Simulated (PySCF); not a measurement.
**Radial density of Rh³⁺ (rhodium, charge +3)**

HSE06, [Kr] 4d6, high-spin 5D determinant. Calculation: PySCF 2.14, in def2-QZVPPD with the def2 core potential (28 electrons) (7s5p4d4f2g, 88 functions); scalar relativity through the core potential. This is the valence pseudo-density: the core potential removes the inner electrons and smooths the orbitals near the nucleus.

| r (bohr) | 4πr²ρ (e/bohr) | 4πr²(ρα − ρβ) |
| --- | --- | --- |
| 0.0525 | 3.155e-05 | 0.0000 |
| 0.0882 | 0.0001938 | 0.0000 |
| 0.148 | 0.002030 | 0.0007 |
| 0.250 | 0.03312 | 0.0116 |
| 0.420 | 0.8754 | 0.1924 |
| 0.706 | 10.24 | 1.7937 |
| 1.19 | 12.38 | 3.4135 |
| 2.00 | 2.169 | 1.0739 |
| 3.36 | 0.07194 | 0.0406 |
| 5.65 | 6.795e-05 | 0.0000 |

Energies and moments cover only the electrons outside the core potential.
